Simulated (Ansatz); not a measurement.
`F[SiH](Cl)I` + HCl → `Cl[SiH](Cl)I` + H–F at 500 K and 1 bar (ligand exchange at the Si–F bond).

Calculated with Ansatz (gas phase, PBE0-D4/def2-TZVP geometries, no zero-point term in ΔE). CCSD(T)/CBS adds triple-zeta CCSD(T) − MP2 to the extrapolated MP2 energy (def2 sets, frozen cores). This one scheme is used for every species. def2 core potentials past Kr. For I outer-core shells are correlated without core-valence functions, which leaves a few kJ/mol of doubt a bond.

```
       species  CCSD(T)/CBS energy (Eh)  H − E (kJ/mol)  S (J/(mol·K))
 `F[SiH](Cl)I`              -1146.84711            70.9          374.4
           HCl               -460.38127            32.5          201.9
`Cl[SiH](Cl)I`              -1506.81701            69.2          388.0
           H–F               -100.39570            39.4          188.7
```

H − E and S are ideal-gas, rigid-rotor, harmonic terms from PBE0-D4/def2-TZVP, for one conformer and one mirror image of each species. 1 Eh = 2625.50 kJ/mol, R = 8.31446 J/(mol·K).

Q: By hand: ΔE, ΔH, ΔS and ΔG.

A: ΔE = (-1506.81701) + (-100.39570) − (-1146.84711) − (-460.38127) = 0.01567 Eh = 41.1 kJ/mol. Δ(H − E) = 69.2 + 39.4 − 70.9 − 32.5 = 5.2, so ΔH = 46.3 kJ/mol. ΔS = 388.0 + 188.7 − 374.4 − 201.9 = 0.4 J/(mol·K). ΔG = 46.3 − 500 × (0.4)/1000 = 46.1 kJ/mol.

Q: By hand: the equilibrium constant, and the temperature at which ΔG would vanish if ΔH and ΔS stayed fixed.

A: log₁₀ K = −ΔG/(RT ln 10) = -4.8. ΔG = 0 at ΔH/ΔS = 115750 K, far beyond where these terms or the molecules hold.

The number of gas molecules stays the same, so ΔS is small and ΔH decides. A doubt of 5 kJ/mol in ΔE shifts log₁₀ K by 0.5 here. Other conformers and mirror images would add mixing entropy, several J/(mol·K) or more a flexible species. These are equilibria of isolated gas molecules and say nothing of rates. Largest T1 diagnostic: 0.009 (customary marks: 0.02 for closed shells, 0.045 for open ones).
